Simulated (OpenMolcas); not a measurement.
Fe4+: the spin-orbit constant, Racah parameters, worked from levels

```json
{"Program": "OpenMolcas", "Basis": "ANO-RCC-VTZP [6s5p3d2f1g]", "Scalar Hamiltonian": "DKH2, point nucleus", "Active space": "4 electrons in 10 orbitals (3d 4d)", "State averaging": "2S+1 = 5 even, 5 roots; 2S+1 = 3 even, 45 roots; 2S+1 = 1 even, 44 roots", "Spin-orbit coupling": "RASSI with atomic mean-field integrals over the reference wave functions, term energies averaged over their components"}
```

Methods: CASSCF; MS-CASPT2, IPEA 0.25 Eh, imaginary shift 0.1 Eh (closed shells correlated: 3s 3p). Measured levels: Corliss and Sugar, J. Phys. Chem. Ref. Data 11, 135 (1982).

**The spin-orbit constant.** For the Hund term ⁵D of d4, E(J) = (A/2) J(J+1) + constant and ζ = 2S·A = 4A. From J = 0 to J = 4 the energy changes by 10 A.

```csv
Source,E(4) - E(0),A,ζ
CASSCF,1422.1,142.2,569
MS-CASPT2,1426.1,142.6,570
measured,1282.8,128.3,513
```

All in cm-1. MS-CASPT2 is off by +11.2 % and CASSCF by +10.9 %. Both methods take the spin-orbit matrix elements from the reference wave functions, so the second can move ζ only through the term energies and any multistate remixing. Second-order mixing with other terms is absorbed into this ζ.

**Racah parameters.** Above ⁵D, d4 has ³G at 9B + 4C, ³H at 4B + 4C and ³D at 16B + 4C. The first two fix B and C, and the third tests them; where it misses by thousands of cm-1, two parameters do not describe the configuration (Trees and configuration-interaction terms are left out) and B and C hang on the terms chosen. Term energies are centres of gravity, weighted by 2J + 1.

| Source | ³G | ³H | B | C | C/B | ³D from B, C | ³D found |
| --- | --- | --- | --- | --- | --- | --- | --- |
| CASSCF | 32856 | 25924 | 1386 | 5095 | 3.68 | 42556 | 42382 |
| MS-CASPT2 | 30236 | 25078 | 1032 | 5238 | 5.08 | 37464 | 37043 |
| measured | 29390 | 24478 | 982 | 5137 | 5.23 | 36260 | 35945 |

Energies in cm-1. From CASSCF to MS-CASPT2, B changes by -25.5 % and C by +2.8 %. Against the measured terms, MS-CASPT2 has B off by +5.1 % and C by +2.0 %.

CASPT2 breaks the degeneracy within a term, and the mean is taken; among the terms shown or strongly mixed into the levels shown the widest spread is 280 cm-1 (3d⁴ ³G, MS-CASPT2). Active for correlation alone: 4d; no level in the range computed is led by a configuration that fills it, so any true level of that kind is missing. Without dynamic correlation excited terms often stand tens of per cent too high (terms of higher spin than the ground term too low), and those without a measured partner can miss by more than the paired ones (holds for CASSCF). Computed and measured levels are paired by configuration, term and J; levels that our copy of the source lacks, or whose pairing is in doubt (as where it misses far off the trend of its configuration), stay unpaired and out of the deviations. Levels of configurations outside the active space are missing.
